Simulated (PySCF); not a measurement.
Computed IR spectrum (relative IR intensity) of a molecule CH5FOSi2. Coordinates come from a PBE-D3(BJ)/def2-SVP optimisation. One conformer was computed; it need not be the lowest. All values below come from PBE-D3(BJ)/def2-SVP in PySCF. Frequencies are harmonic and unscaled.

Lines under 2 % of the strongest are left out, and lines within 2 cm⁻¹ are merged.

```tsv
ν (cm⁻¹)	relative intensity
64	5.0
170	2.6
219	3.8
419	4.3
466	8.9
592	5.8
635	8.6
678	32
717	48
749	49
792	4.0
821	64
881	100
935	86
988	50
1201	2.2
2138	86
2147	66
2163	85
2949	22
3013	8.7
```

Task: Identify the compound among the candidates.
(A) F[Si@H]1C[SiH2]O1
(B) O=C[Si@H](F)[SiH3]
(C) FC1[SiH2]O[SiH2]1
(D) F[Si@H]1CO[SiH2]1

Result: D, F[Si@H]1CO[SiH2]1
